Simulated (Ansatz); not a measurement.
C₃H₅N₃, SMILES N=c1[nH]cc[nH]1.

The structure is a stationary point at B3LYP-D3(BJ)/def2-SVP.

Two levels are set side by side: PBE/def2-SVPD (Ansatz, a quantum-chemistry and plane-wave program) and PBE0/def2-SVPD (Ansatz). Energy differences of separate SCF runs at the same geometry; the states with an electron removed or added have multiplicity 2 and 2. Differences are taken from unrounded values.

```tsv
quantity	PBE
vertical ionisation energy (eV)	7.21
vertical singlet–triplet gap (eV)	3.72
```

Question: These are the PBE values. What does PBE0 give? (An estimate is asked for; the answer gives what the named calculation found.)

Answer: 
```json
[
 {"quantity": "vertical ionisation energy (eV)", "PBE0": "7.29", "PBE minus PBE0": "-0.07"},
 {"quantity": "vertical singlet–triplet gap (eV)", "PBE0": "3.66", "PBE minus PBE0": "0.06"}
]
```

On these quantities the two levels nearly agree.
